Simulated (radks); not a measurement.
The numbers below are computed, except where a source is named.
Question: The cerium ion Ce+, 57 electrons, occupied as [Xe] 4f1 5d2. Level of theory: Dirac Kohn-Sham, PBE, spin-unpolarised, spherical densities, finite nucleus; open shells are shared between the two j in proportion to 2j + 1; Fermi nuclear charge, rms radius 4.8771 fm (a radial shooting solver on a logarithmic mesh with Libxc functionals). Some entries of the table are withheld. Estimate them.

orbital      occ.  eigenvalue (hartree)  <r> (bohr)  <r^2> (bohr^2)
1s1/2           2             -1478.615     0.02457       0.0008209
2s1/2           2             -236.7693      0.1047         0.01300
2p1/2           2             -223.5605     0.08795        0.009534
2p3/2           4             -207.1485     0.09415         0.01080
3s1/2           2             -51.09537      0.2783         0.08863
3p1/2           2             -45.49997      0.2681         0.08352
3p3/2           4             -42.27478      0.2802         0.09106
3d3/2           4             -32.48960      0.2513         0.07457
3d5/2           6             -31.79707      0.2552         0.07671
4s1/2           2             -10.45134         (1)          0.4583
4p1/2           2                   (2)         (3)          0.4895
4p3/2           4                   (4)         (5)          0.5307
4d3/2           4              -4.26704         (6)          0.6328
4d5/2           6              -4.14565         (7)          0.6493
5s1/2           2              -1.63134       1.524           2.609
5p1/2           2              -1.06890       1.714           3.328
5p3/2           4              -0.96965       1.797           3.662
4f5/2    0.428571              -0.34564       1.107           1.635
4f7/2    0.571429              -0.33352       1.120           1.678
5d3/2         0.8              -0.26942       2.814           9.399
5d5/2         1.2              -0.26183       2.870           9.778

Answer: 
(1) 4s1/2 <r> (bohr): 0.6373
(2) 4p1/2 eigenvalue (hartree): -8.37276
(3) 4p1/2 <r> (bohr): 0.6561
(4) 4p3/2 eigenvalue (hartree): -7.68007
(5) 4p3/2 <r> (bohr): 0.6832
(6) 4d3/2 <r> (bohr): 0.7386
(7) 4d5/2 <r> (bohr): 0.7483
